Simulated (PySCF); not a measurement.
Compound: C6H10ClO (doublet state).
Cartesian coordinates in Å at the GFN2-xTB level; atoms count from 1:
```
atom  x, y, z in Å
O1     0.0031    2.4007   -0.7792
C2     0.0401    0.9977   -0.6269
C3    -1.3070    0.5549   -0.0612
C4    -1.3589   -0.9667    0.0714
C5    -0.1587   -1.5203    0.7365
C6     1.1311   -0.9345    0.5557
Cl7    1.8713   -1.7178   -1.0701
C8     1.1562    0.5623    0.3287
H9     0.8562    2.7009   -1.1109
H10    0.2011    0.5167   -1.6047
H11   -1.4404    1.0227    0.9156
H12   -2.1036    0.9110   -0.7143
H13   -1.4310   -1.4030   -0.9363
H14   -2.2600   -1.2731    0.6076
H15   -0.2248   -2.5048    1.1713
H16    1.8793   -1.2652    1.2737
H17    2.1309    0.8651   -0.0604
H18    1.0063    1.0595    1.2917
```

The hyperfine couplings belong to this conformer and change with its torsions.

As a line formula: `[CH]1[C@H](C[C@H](O)CC1)Cl` [radical].

The calculation used PySCF 2.14.0, UKS B3LYP, pcH-1 on C Cl H O, non-relativistic, mean-field spin-orbit, GIAO. Geometry: GFN2-xTB, one conformer, isolated molecule. A GFN2-xTB geometry isn't a minimum of the functional, and hyperfine couplings can be far from their values at a DFT geometry. The SCF solution wasn't tested for stability.

Principal values of hyperfine tensors in MHz (contact, dipolar and spin–orbit terms together), for some of the nuclei:

| atom | isotope | A1 | A2 | A3 |
| --- | --- | --- | --- | --- |
| H13 | 1H | 130.04 | 132.76 | 142.66 |
| C5 | 13C | 8.70 | 9.74 | 223.15 |
| H15 | 1H | -84.62 | -53.25 | -16.68 |
| Cl7 | 35Cl | 11.94 | 13.13 | 123.10 |
| H14 | 1H | 29.74 | 29.99 | 42.41 |
| C4 | 13C | -28.28 | -25.75 | -24.19 |
| H16 | 1H | 12.39 | 16.85 | 27.61 |
| C6 | 13C | 5.85 | 10.15 | 14.78 |

Task: Give the isotropic coupling of each nucleus in MHz and in mT (g = 2.0047), and the anisotropic part.

Result: a_iso = (A1 + A2 + A3)/3, Ti = Ai − a_iso; 1 mT corresponds to 28.058 MHz. The tensors hold a spin–orbit part: the run splits a_iso into a_FC + a_SO, and T includes its anisotropic share.

```csv
atom,a_iso (MHz),a_FC,a_SO,a_iso (mT),T1,T2,T3
H13,135.15,135.15,0.00,4.817,-5.11,-2.39,7.51
C5,80.53,80.58,-0.05,2.870,-71.83,-70.79,142.61
H15,-51.52,-51.54,0.02,-1.836,-33.10,-1.73,34.83
Cl7,49.39,47.89,1.50,1.760,-37.45,-36.26,73.71
H14,34.05,34.05,0.00,1.213,-4.31,-4.06,8.37
C4,-26.07,-26.09,0.01,-0.929,-2.21,0.33,1.88
H16,18.95,18.98,-0.03,0.675,-6.56,-2.10,8.66
C6,10.26,10.36,-0.10,0.366,-4.41,-0.11,4.52
```

Task: What spin density at the nucleus of Cl7 lies behind its contact coupling (g_N = 0.54792)?

Result: a_FC = 800.24 MHz bohr³ × g_N × ρ(0)/(2S). With a_FC = 47.89 MHz and 2S = 1, ρ(0) = 0.1092 bohr⁻³.

Task: C3 (13C, g_N = 1.40482) isn't in the table. Its spin density at the nucleus is 0.01091 bohr⁻³. What is its contact coupling?

Result: By the same relation, a_FC = 12.27 MHz. Its full tensor has the principal values 10.49, 11.01, 15.31 MHz.

Task: Which nucleus of the table has the largest anisotropic coupling, and what is its form?

Result: C5: -71.8, -70.8, 142.6 MHz (the dipolar term alone has -71.7, -70.9, 142.6), axial, in the ratio −1:−1:+2, the form that spin in one p orbital centred on that nucleus gives.

Task: What first-order splitting does H15 cause when the field lies along A1, A2 or A3 of its tensor (g taken as isotropic, no quadrupole term)?

Result: 2 lines (I = 1/2), spaced by |A_i|/(g × 13.996): 3.02, 1.90, 0.59 mT along the axes of A1, A2 and A3.
